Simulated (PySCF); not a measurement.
# Computed properties of W(O)(S)(OH)(SH) (H2O2S2W), SMILES [O]=[W]([OH])(=[S])[SH], multiplicity 1

H₂O₂S₂W, SMILES [SH][W]([OH])(=[S])=[O], multiplicity 1. The structure is a stationary point at B3LYP-D3(BJ)/def2-SVP. The multiplicity is an assumed one; no other spin state was optimised. The structure was generated by enumeration; whether it is a known compound was not checked. The def2 effective core potentials stand for the cores of W; spin–orbit coupling is left out. The values are those of a single conformer. All values are computed for the isolated molecule unless a solvent is named; none is compared with measurement here.

**Structure.** All 15 harmonic modes at B3LYP-D3(BJ)/def2-SVP (PySCF) are real, so it is a minimum. With heavy atoms numbered as in [W:1](=[O:2])(=[S:3])([OH:4])[SH:6], the shortest bond between them is W1–O2 at 1.710 Å and the longest W1–S6 at 2.353 Å.

**Vibrations.** The strongest infrared lines (harmonic, unscaled, degenerate partners summed) lie at 3844 cm⁻¹ (278 km/mol, H 94 %), 553 cm⁻¹ (199 km/mol, H 55 %, S 23 %, O 15 %), 1009 cm⁻¹ (131 km/mol, O 92 %, W 8 %). The softest mode is at 126 cm⁻¹ and the zero-point energy is 17.0 kcal/mol.

**Electronic structure.** r2SCAN/def2-TZVP (PySCF) places the frontier levels at -6.99 and -3.58 eV, a gap of 3.41 eV, and gives a dipole moment of 2.91 D and a mean polarisability of 85.5 bohr³. PBE/def2-TZVP (PySCF) at the same geometry gives -6.68 and -3.59 eV, so its gap is 0.32 eV narrower. An orbital gap is neither the optical nor the fundamental gap.

**Excitations.** TDA-PBE0/def2-SVPD (PySCF) has S1 at 3.31 eV (375 nm, f = 0.001, dark); the most intense of the 10 singlets computed lies at 5.09 eV (f = 0.03). T1 (TDA) is at 2.90 eV, 0.41 eV under S1. TDA-PBE/def2-SVPD (PySCF) puts S1 at 3.22 eV. No vertical singlet excitation falls in the visible range (under 3.1 eV).
